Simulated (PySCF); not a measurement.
**BLYP on Se(3+) (selenium, charge +3)**

Configuration: [Ar] 3d10 4s2 4p1, 2P determinant. All numbers are calculated (PySCF 2.14, a scalar-relativistic core potential, in aug-cc-pVTZ-PP with ECP10MDF).

| Quantity | Value |
| --- | --- |
| Total energy | -370.8165 hartree |
| One-electron energy | -624.6741 hartree |
| Hartree (Coulomb) energy | 281.7378 hartree |
| Exchange-correlation energy | -27.8802 hartree |
| ⟨S²⟩ | 0.7512 |
| ⟨L²⟩ | 2.006 |
| Sum of ⟨r⟩ | 16.11 bohr |
| Sum of ⟨r²⟩ | 18.12 bohr² |
| Traceless quadrupole moment −½Σ⟨3z² − r²⟩ along its main axis | -1.54 e·bohr² |

```
shell  electrons  mean orbital energy (eV)  spread (eV)  rms radius, mean of both spins (bohr)
 3s α          1                   -239.88            0                                  0.619
 3s β          1                   -239.77            0                                  0.619
 3p α          3                   -189.18        0.604                                  0.641
 3p β          3                   -189.07        0.799                                  0.641
 3d α          5                   -90.419        0.539                                  0.690
 3d β          5                   -90.266        0.785                                  0.690
 4s α          1                   -49.641            0                                   1.74
 4s β          1                   -48.659            0                                   1.74
 4p α          1                   -36.742            0                                   2.02
```

Energies and moments cover only the electrons outside the core potential.
